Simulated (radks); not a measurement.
Polarisabilities and homonuclear dispersion coefficients (atomic units). Level of theory: non-relativistic Kohn-Sham, LDA (Slater exchange, Perdew-Wang correlation), spin-polarised, spherical densities, point nucleus; open shells are filled with parallel spins first (spin-orbit coupling, left out, can overturn this in heavy ions) (a radial shooting solver on a logarithmic mesh with Libxc functionals). Response by self-consistent Sternheimer equations with the Hartree and adiabatic LDA kernel. For heavy and open-shell atoms this level of theory can miss by tens of per cent. "Uncoupled" leaves out the induced potential. Quadrupole and octupole values are given only where no p, d or f shell is open.

| species | configuration | alpha1 (bohr^3) | alpha1, uncoupled | C6 | recommended alpha1 |
|---|---|---|---|---|---|
| P+ | [Ne] 3s2 3p2 | 14.39 | 23.37 | 73.91 | - |
| Ni | [Ar] 3d8 4s2 | 46.26 | 83.77 | 366.9 | 49 +/- 3 |
| C | [He] 2s2 2p2 | 13.38 | 17.92 | 54.14 | 11.3 +/- 0.4 |
| Sb+ | [Kr] 4d10 5s2 5p2 | 25.86 | 43.83 | 214.2 | - |
| S+ | [Ne] 3s2 3p3 | 11.01 | 17.66 | 54.22 | - |
| Sb | [Kr] 4d10 5s2 5p3 | 47.55 | 74.73 | 527.7 | 43 +/- 2 |

Recommended values: Schwerdtfeger and Nagle, table of static dipole polarisabilities (2023 update), measured or computed.

Beside tabulated values, note that relativity, absent from the non-relativistic runs, is large for the heavy elements.
